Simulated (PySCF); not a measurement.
# Bi (bismuth, neutral) across methods

[Xe] 4f14 5d10 6s2 6p2 6d1, one real determinant (an excited configuration). All numbers are calculated (PySCF 2.14, scalar relativity by spin-free X2C-1e, in aug-cc-pwCVTZ-DK3 (11s10p8d5f1g, 125 functions)).

```csv
method,E (hartree),mean ε 6s β (eV),mean ε 6p α (eV),mean ε 6d α (eV),Σ⟨r²⟩ (bohr²),⟨S²⟩
UHF,-21526.86010,-18.792,-10.749,-1.119,94.35,3.756
PBE,-21533.21,-16.111,-7.076,-0.192,93.06,3.751
r2SCAN,-21533.10,-16.268,-7.467,-0.119,92.98,3.753
LDA,-21520.18,-16.526,-7.195,-0.134,92.47,3.751
PBE0,-21532.88,-17.071,-8.153,-0.501,92.99,3.752
```

⟨L²⟩ = 8.01 against 12 for a pure F term, so this real determinant mixes terms. Spin-orbit coupling is strong in this species (close to jj coupling), so the high-spin LS determinant is a model state, not a physical level. The outer electron is Rydberg-like, and this basis confines it to a smaller radius and binds it less than a complete one would.
